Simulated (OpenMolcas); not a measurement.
Nb4+ among 4 point charges of -2 e arranged as a square (D4h).

```yaml
Program: OpenMolcas
Method: CASSCF
Basis: ANO-RCC-VDZP [6s5p3d1f]
Scalar_Hamiltonian: DKH2, point nucleus
Active_space: 1 electron in 5 orbitals (4d)
State_averaging: 2S+1 = 2 even, 5 roots
Spin-orbit_coupling: RASSI with atomic mean-field integrals over the reference wave functions
```

All point charges move together. At R = 1.84 Å the first state of the same spin is 12342 cm-1, and at R = 2.14 Å it is 5881 cm-1.

A third run gives 7830 cm-1. What distance was it run at?

With a power law R^-n the two known points give n = -ln(5881 / 12342) / ln(2.14 / 1.84) = 4.91. Then R = 1.84 × (12342 / 7830)^(1/4.91) = 2.019 Å. The run was at 2.01 Å, so the estimate is off by +0.009 Å.

Point charges carry no covalency, so the field is a model and not that of real ligands. No measured value stands beside these numbers.
